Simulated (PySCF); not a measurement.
`CO[C@H]1C[Si@@H](OC)C1`: 4 charge schemes on one density

C₅H₁₂O₂Si.
Structure used (GFN2-xTB), in Å, numbered top down from 1:
```
atom  x, y, z in Å
C1     3.352    0.218    0.091
O2     2.150    0.848    0.445
C3     1.075    0.532   -0.405
C4     0.521   -0.905   -0.283
Si5   -1.241   -0.218   -0.355
O6    -2.175   -0.874    0.790
C7    -3.535   -0.679    1.040
C8    -0.181    1.335   -0.034
H9     3.653    0.488   -0.930
H10    4.106    0.564    0.796
H11    3.270   -0.874    0.152
H12    1.362    0.726   -1.450
H13    0.866   -1.585   -1.055
H14    0.780   -1.326    0.686
H15   -1.897   -0.199   -1.666
H16   -3.859   -1.439    1.751
H17   -3.710    0.312    1.464
H18   -4.115   -0.773    0.120
H19   -0.117    1.617    1.015
H20   -0.309    2.242   -0.617
```

Density: PBE0/pcSseg-1 (PySCF); schemes: Mulliken, IAO, Hirshfeld and ESP-fitted. One conformer (not necessarily the lowest) at the GFN2-xTB geometry, without solvent, vibrations or thermal averaging.

Problem. Do the Mulliken, IAO, Hirshfeld and ESP-fitted schemes agree on where the charge is highest?

Solution. All schemes agree: Mulliken Si5 (+0.957); IAO Si5 (+1.122); Hirshfeld Si5 (+0.422); ESP-fitted Si5 (+0.938).

Problem. At which atom do the 4 schemes differ most?

Solution. At C4: from -0.927 (ESP-fitted) to -0.184 e (Hirshfeld), 0.743 e apart.

Problem. What partial charge does each atom carry?

Solution. In e:

| atom | environment | Mulliken | IAO | Hirshfeld | ESP-fitted |
| --- | --- | --- | --- | --- | --- |
| C1 | methoxy carbon | -0.022 | -0.201 | -0.043 | -0.148 |
| O2 | ether oxygen | -0.497 | -0.388 | -0.143 | -0.383 |
| C3 | sp3 carbon bound to oxygen | +0.014 | +0.104 | +0.042 | +0.561 |
| C4 | sp3 carbon bound to silicon | -0.499 | -0.596 | -0.184 | -0.927 |
| Si5 | oxygen-bound silicon | +0.957 | +1.122 | +0.422 | +0.938 |
| O6 | silyl ether oxygen | -0.625 | -0.622 | -0.222 | -0.409 |
| C7 | methoxy carbon | -0.004 | -0.197 | -0.031 | -0.159 |
| C8 | sp3 carbon bound to silicon | -0.474 | -0.586 | -0.182 | -0.733 |
| H9 | methyl hydrogen | +0.083 | +0.117 | +0.033 | +0.064 |
| H10 | methyl hydrogen | +0.119 | +0.156 | +0.049 | +0.126 |
| H11 | methyl hydrogen | +0.088 | +0.120 | +0.034 | +0.092 |
| H12 | methine hydrogen | +0.094 | +0.106 | +0.029 | +0.025 |
| H13 | methylene hydrogen | +0.135 | +0.141 | +0.030 | +0.206 |
| H14 | methylene hydrogen | +0.150 | +0.159 | +0.042 | +0.259 |
| H15 | Si–H hydrogen | -0.123 | -0.160 | -0.085 | -0.178 |
| H16 | methyl hydrogen | +0.121 | +0.156 | +0.051 | +0.123 |
| H17 | methyl hydrogen | +0.103 | +0.134 | +0.044 | +0.103 |
| H18 | methyl hydrogen | +0.094 | +0.128 | +0.042 | +0.087 |
| H19 | methylene hydrogen | +0.149 | +0.162 | +0.040 | +0.207 |
| H20 | methylene hydrogen | +0.135 | +0.144 | +0.032 | +0.147 |

Mean size of the charges over all atoms: ESP-fitted 0.294 e, IAO 0.275 e, Mulliken 0.224 e, Hirshfeld 0.089 e. Each set sums to the total charge, 0, to within 0.001 e. The ESP scheme fits charges at the nuclei, held to the total charge, to the electrostatic potential on points at 1.4 to 2.0 times the van der Waals radii.

Problem. How many electrons does the Hirshfeld scheme count on C1?

Solution. Z − q = 6 − (-0.043) ≈ 6.044.

Problem. How closely do the schemes follow one another over all atoms?

Solution. Correlation coefficient and root-mean-square difference: IAO with Hirshfeld 0.99, 0.247 e; Mulliken with Hirshfeld 0.98, 0.204 e; Mulliken with IAO 0.98, 0.086 e; IAO with ESP-fitted 0.93, 0.151 e; Hirshfeld with ESP-fitted 0.91, 0.288 e; Mulliken with ESP-fitted 0.89, 0.184 e.
